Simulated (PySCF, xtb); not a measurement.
C5H2F6O2, SMILES O=C(C=C(O)C(F)(F)F)C(F)(F)F.

The structure is a stationary point at PBE0-D3(BJ)/def2-SVP. The values are those of a single conformer.

The numbers are results of C-PCM-B3LYP/def2-SVP run with PySCF, not measurements.

The values are the electrostatic part of the solvation free energy, E(continuum) − E(gas) at the gas-phase geometry, in a cavity of scaled van der Waals radii (PySCF's table); cavitation and dispersion terms are not included. In vacuum the orbital gap is 5.22 eV. The dipole moment in vacuum is 4.45 D.

| solvent | ε | ΔG(elec) (kcal/mol) | dipole (D) | gap (eV) |
|---|---|---|---|---|
| water | 78.36 | -9.8 | 5.86 | 5.14 |
| 1-octanol | 9.86 | -8.7 | 5.70 | 5.16 |
| cyclohexanone | 15.62 | -9.2 | 5.76 | 5.15 |

For comparison, GFN2-xTB/ALPB(water) (xtb, at the GFN2-xTB geometry, all terms of that model) gives -9.8 kcal/mol.
